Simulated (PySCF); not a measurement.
# Radial density of Ar (argon, neutral)

PW91, [Ar], closed-shell 1S. All numbers are calculated (PySCF 2.14, the non-relativistic Hamiltonian (point nucleus), in dyall-av3z (19s12p3d2f, 84 functions)).

```csv
r (bohr),4πr²ρ (e/bohr)
0.00132,0.08006
0.00222,0.2193
0.00373,0.5875
0.00627,1.517
0.0105,3.679
0.0177,8.037
0.0298,14.76
0.0502,20.42
0.0844,18.79
0.142,14.55
0.239,19.75
0.402,17.01
0.676,5.240
1.14,5.674
1.91,3.297
3.22,0.4262
5.41,0.01103
9.10,2.330e-05
```
